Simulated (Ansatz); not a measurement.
Basis-set series for CH₄B₂BrN (`BBC(=N)Br`). Total charge 0; spin multiplicity 1. All single points use the PBE0-D4/def2-TZVP geometry. It is one conformer, not always the lowest.

```xyz
9

B    -0.907   -0.152    1.306
B    -0.336   -0.669   -0.157
C     0.695    0.395   -0.706
N     1.417    0.560   -1.705
Br    0.733    1.782    0.706
H    -0.417   -0.522    2.336
H    -1.930    0.469    1.392
H    -0.561   -1.642   -0.818
H     1.305   -0.221   -2.354
```

```json
{"functional": "PBE0-D4", "basis": "def2-SVP", "functions": "108", "energy (Eh)": "-2718.14462", "HOMO (eV)": "-8.16", "LUMO (eV)": "-2.94"}
{"functional": "PBE0-D4", "basis": "def2-QZVPP", "functions": "437", "energy (Eh)": "-2718.67931", "HOMO (eV)": "-8.26", "LUMO (eV)": "-3.06"}
{"functional": "ωB97M-V", "basis": "def2-SVP", "functions": "108", "energy (Eh)": "-2718.40702", "HOMO (eV)": "-10.38", "LUMO (eV)": "-0.80"}
{"functional": "ωB97M-V", "basis": "def2-QZVPP", "functions": "437", "energy (Eh)": "-2718.94618", "HOMO (eV)": "-10.51", "LUMO (eV)": "-0.99"}
```

Give the rows for def2-TZVPP. (An estimate is asked.)

Ansatz gave: 
```
functional       basis  functions  energy (Eh)  HOMO (eV)  LUMO (eV)
   PBE0-D4  def2-TZVPP        228  -2718.61859      -8.24      -3.04
   ωB97M-V  def2-TZVPP        228  -2718.88788     -10.50      -0.96
```

Scalar relativity is left out up to krypton.
